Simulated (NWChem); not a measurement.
Species: MgNH$_{3}$S; SMILES [NH2][Mg][SH]

```xyz
6

Mg     0.0281    -0.5587    -0.0025
N      0.0076    -2.4437     0.0012
H     -0.0172    -3.0501    -0.8136
H      0.0248    -3.0476     0.8181
S      0.0560     1.7538    -0.0005
H     -1.2934     1.8470     0.0251
```
Atoms are numbered in this order, from 1.

All runs: NWChem. Geometry: optimised at PBE0/def2-SVP. B3LYP is NWChem's, with the RPA form of VWN correlation. Ions are spin-unrestricted doublets at the neutral geometry; other ion states weren't tried.

For level B3LYP/def2-SVP:

```
Property                               Result
-------------------------------------  ------
vertical ionisation energy, ΔSCF (eV)    8.55
−ε(HOMO) (eV)                            6.09
```

How do the values read with level PBE/def2-SVP instead?


* **vertical ionisation energy, ΔSCF (eV)**: 8.25
* **−ε(HOMO) (eV)**: 4.96
